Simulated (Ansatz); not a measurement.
Species: sum formula SiHCl, net charge -1, doublet state. 
Geometry from a B3LYP-D3(BJ)/def2-TZVP (Ansatz, a program for electronic structure) optimisation:
```xyz
3

Si     0.8594    -0.2125     0.8232
H      1.9036    -0.4761    -0.2900
Cl    -0.8197     0.2030    -0.6609
```
Charge -1, spin multiplicity 2.

Basis-set convergence of Hartree-Fock and CCSD correlation energies (hartree) with Ansatz. Valence correlation only, unless marked. UHF or UKS for open shells. Spin-orbit coupling is left out. No relativistic terms. This anion needs diffuse functions, which these sets lack.

```json
[
 {"basis": "def2-SVP", "functions": "41", "E(HF)": "-748.78682", "E(corr, CCSD)": "-0.24141"},
 {"basis": "def2-TZVPP", "functions": "98", "E(HF)": "-749.05366", "E(corr, CCSD)": "-0.33247"},
 {"basis": "def2-QZVPP", "functions": "170", "E(HF)": "…", "E(corr, CCSD)": "…"}
]
```

**Question.** Some entries are withheld; supply them.

**Answer.** 
- def2-QZVPP, E(HF): -749.07793
- def2-QZVPP, E(corr, CCSD): -0.35927
